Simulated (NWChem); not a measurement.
Molecule: MgO; SMILES [O]=[Mg]

```xyz
2

Mg     0.0000     0.0000    -0.7071
O      0.0000     0.0000     1.0356
```
Atoms are numbered in this order, from 1.

All runs: NWChem. All runs use the structure optimised with B3LYP/6-31G* (spherical d). GIAO values for the isolated, static molecule; σ is the absolute isotropic shielding.

| level | basis functions | σ Mg1 (ppm) | σ O2 (ppm) |
|---|---|---|---|
| B3LYP/pcSseg-0 | 19 | -1938.1 | 21236.3 |
| B3LYP/pcSseg-1 | 33 | 1461.8 | -5766.1 |
| B3LYP/pcSseg-2 | 64 | 1037.6 | -2712.0 |
| B3LYP/pcSseg-3 | 119 | (withheld) | (withheld) |

Q: Fill in the missing entries.

A: 
- B3LYP/pcSseg-3, σ Mg1 (ppm): 1004.8
- B3LYP/pcSseg-3, σ O2 (ppm): -2451.5
